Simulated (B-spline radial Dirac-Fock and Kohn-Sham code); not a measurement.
# Dipole and non-dipole photoemission parameters of Fe⁴⁺ 3d3/2

System: Fe⁴⁺ in the configuration [Ar] 3d4; threshold 72.44 eV (orbital energy of the model). The computed values come from a radial B-spline solver: Dirac-Hartree-Slater photoionisation with a Latter tail; cross sections with all multipoles, angular parameters from the dipole term and its interference with E2.

For linearly polarised light dσ/dΩ = σ/(4π) [1 + β P₂(cos θ) + (δ + γ cos²θ) sin θ cos φ], with θ from the polarisation vector and φ the angle between the beam and the projection of the electron momentum on the plane normal to the polarisation.

```csv
hν (eV),σ (kb),β,γ,δ
82,2070,0.408,-0.010,0.008
82.2,2060,0.411,-0.010,0.008
89,1910,0.510,-0.008,0.010
150,804,0.988,0.020,0.018
172,584,1.064,0.036,0.020
300,143,1.248,0.126,0.030
362,83.3,1.256,0.168,0.034
400,61.9,1.251,0.193,0.037
450,43.4,1.242,0.223,0.040
517,28.4,1.223,0.261,0.044
539,25.0,1.215,0.272,0.045
600,17.9,1.194,0.304,0.049
934,?,?,?,?
942,4.02,1.059,0.445,0.071
1486.9,0.801,0.883,0.580,0.108
1600,0.612,0.854,0.601,0.116
1610,0.598,0.852,0.603,0.116
2230,0.176,0.727,0.696,0.158
2600,0.0972,0.672,0.738,0.181
3010,0.0546,0.621,0.778,0.206
3600,0.0266,0.561,0.825,0.241
5830,0.00358,0.414,0.912,0.358
6000,0.00317,0.406,0.915,0.366
7770,0.00105,0.341,0.936,0.447
8047.8,0.000898,0.333,0.939,0.458
11800,0.000168,0.257,0.952,0.604
```

Question: Give the values at 934 eV.

Answer: σ = 4.14 kb, β = 1.062, γ = 0.442, δ = 0.071.
